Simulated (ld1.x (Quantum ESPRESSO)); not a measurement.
**chlorine: excitation energies, all-electron against TM**

```
Element                 : Cl
Generator               : ld1.x (Quantum ESPRESSO) 7.5
Type                    : norm-conserving Troullier–Martins (Kleinman–Bylander form)
Functional              : PBE
Relativity              : scalar-relativistic
Frozen core             : [Ne]
Valence charge          : 7
Reference configuration : 3s2 3p5
Partial waves           : 3s (bound): rc 0.95 bohr; 3p (bound): rc 1.45 bohr
Local potential         : all-electron potential smoothed inside 1.15 bohr (lloc = -2)
Core correction         : none
```

Energies are relative to the spin-unpolarised reference configuration 3s2 3p5; without spin polarisation the order of configurations can differ from experiment.

Task: Give the all-electron excitation energy and the error of the potential for: 3s2 3p4; 3s2 3p3; 3s2 3p2; 3s2 3p1; 3s2 3p5.3; 3s1 3p5; 3s2 3p4.5.

Result:

| valence configuration | charge | ΔE all-electron (eV) | error AE − PS (meV) |
| --- | --- | --- | --- |
| 3s2 3p4 | +1 | 13.875 | +4.4 |
| 3s2 3p3 | +2 | 39.322 | +34 |
| 3s2 3p2 | +3 | 77.630 | +122 |
| 3s2 3p1 | +4 | 129.873 | +327 |
| 3s2 3p5.3 | -0.3 | -2.138 | +0.4 |
| 3s1 3p5 | +1 | 26.584 | +21 |
| 3s2 3p4.5 | +0.5 | 5.583 | +0.5 |
